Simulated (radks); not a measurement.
Values are calculated unless marked as measured or tabulated.
Q: Gd2+, configuration [Xe] 4f7 5d1 (the NIST ground configuration). Level of theory: scalar-relativistic Kohn-Sham, r2SCAN, spin-polarised, spherical densities, finite nucleus; open shells are filled with parallel spins first (spin-orbit coupling, left out, can overturn this in heavy ions); meta-GGA in the generalised Kohn-Sham scheme; Fermi nuclear charge, rms radius 5.1569 fm (a radial shooting solver on a logarithmic mesh with Libxc functionals). Some entries of the table are withheld. Estimate them.

orbital  occ.  eigenvalue (eV)  r(max) (bohr)
1s up       1        -50183.73        0.01392
1s down     1        -50183.73        0.01392
2s up       1        -8318.134        0.07897
2s down     1        -8318.093        0.07897
2p up       3        -7400.430        0.06395
2p down     3        -7400.387        0.06395
3s up       1        -1863.324         0.2240
3s down     1        -1859.979         0.2239
3p up       3        -1577.524         0.2199
3p down     3        -1574.171         0.2198
3d up       5        -1199.849         0.1804
3d down     5        -1197.220         0.1802
4s up       1        -392.8291         0.5159
4s down     1        -384.8167         0.5156
4p up       3        -298.1694         0.5383
4p down     3        -290.1302         0.5379
4d up       5        -166.6978         0.5594
4d down     5        -158.5985         0.5589
5s up       1              (1)          1.192
5s down     1              (2)          1.211
5p up       3         -42.9335          1.346
5p down     3         -39.6772          1.372
4f up       7         -24.6450         0.5671
4f down     0         -17.2210         0.5703
5d up       1         -15.5511          1.834
5d down     0         -13.0544          1.871

A: 
(1) 5s up eigenvalue (eV): -66.2967
(2) 5s down eigenvalue (eV): -62.1074
